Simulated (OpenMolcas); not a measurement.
# V2+: effect of the basis set

```yaml
Program: OpenMolcas
Method: "SS-RASPT2, IPEA 0.25 Eh, imaginary shift 0.1 Eh (closed shells correlated: 3s)"
Active_space: 9 electrons in 8 orbitals (RAS1 3p, at most 2 holes; RAS2 3d)
State_averaging: 2S+1 = 4 even, 10 roots; 2S+1 = 2 even, 40 roots
Spin-orbit_coupling: RASSI with atomic mean-field integrals over the reference wave functions, term energies averaged over their components
```

A. ANO-RCC-VTZP [6s5p3d2f1g], DKH2, point nucleus; CASPT2 step roughly 40 core-seconds
B. ANO-R2 [6s4p4d2f1g], X2C, finite nucleus; CASPT2 step of the order of 27 core-seconds
C. ANO-RCC-VQZP [7s6p4d3f2g1h], DKH2, point nucleus; CASPT2 step about 50 core-seconds

Energies in cm⁻¹ above 3d³ ⁴F_3/2, the measured ground level; measured values from Sugar and Corliss, J. Phys. Chem. Ref. Data 7, 1191 (1978).

```
        Level      A      B      C  Measured
   3d³ ⁴F_3/2    0.0    0.0    0.0       0.0
   3d³ ⁴F_5/2    164    161    164       146
   3d³ ⁴F_7/2    389    381    388       342
   3d³ ⁴F_9/2    671    656    668       584
   3d³ ⁴P_1/2  12100  12020  12050     11514
   3d³ ⁴P_3/2  12170  12090  12120     11592
   3d³ ²G_7/2  12220  12050  11850     11966
   3d³ ⁴P_5/2  12370  12280  12320     11770
   3d³ ²G_9/2  12460  12290  12090     12187
   3d³ ²P_1/2  15720  15500  15380     15580
   3d³ ²P_3/2  15780  15550  15440     15550
3d³ ²D_3/2(1)  16880  16640  16510     16330
3d³ ²D_5/2(1)  17040  16800  16670     16375
   3d³ ²H_9/2  17210  17010  16750     16811
  3d³ ²H_11/2  17400  17200  16940     16978
   3d³ ²F_7/2  28500  28210  27980     27728
   3d³ ²F_5/2  28610  28310  28080     27847
3d³ ²D_5/2(2)  43670  43150  42880     42267
3d³ ²D_3/2(2)  43820  43290  43020     42371
```

Deviations, from unrounded energies. A percentage is the sum of absolute deviations over the sum of measured energies, with the sign that they share, or ± where signs differ.

```
                        Against measurement  Levels      A      B      C
             mean absolute deviation (cm-1)      18    510    320    260
      fine structure of the ground term (%)       3  +14.3  +11.8  +13.9
other terms of the ground configuration (%)      15   +3.1   ±1.9   ±1.5
```

C lies closest to measurement on these levels and A furthest from it. The largest miss of C in the table is 3d³ ²D_3/2(2), by +650 cm-1. The ranking rests on the paired levels alone, and a cruder setting can come out closer through cancelling errors.

The two smallest mean deviations differ by little beside CASPT2's spread within terms, so their order carries little weight.

Among A to C the level of the table that moves most is 3d³ ²D_5/2(2), by 800 cm-1 (lowest in C, highest in A). Moves below CASPT2's spread within the term are not significant.

Term energies are means over components that CASPT2 splits; among the terms shown or strongly mixed into the levels shown the widest spread is 410 cm-1 (3d³ ⁴F, B). Some levels mix across a computed gap that differs much from the measured one, so their mixing is not that of the real levels. Active for correlation alone: 3p; no level in the range computed is led by a configuration that opens it, so any true level of that kind is missing. Measured partners are found by configuration, term and J. A level has none where our copy of the source lacks it or the pairing is in doubt (some pairs that miss far off the trend of their configuration count as doubtful), and it then counts in no deviation. Only configurations of the active space appear.

A number in round brackets counts repeated terms of one configuration in the order of the reference energies.
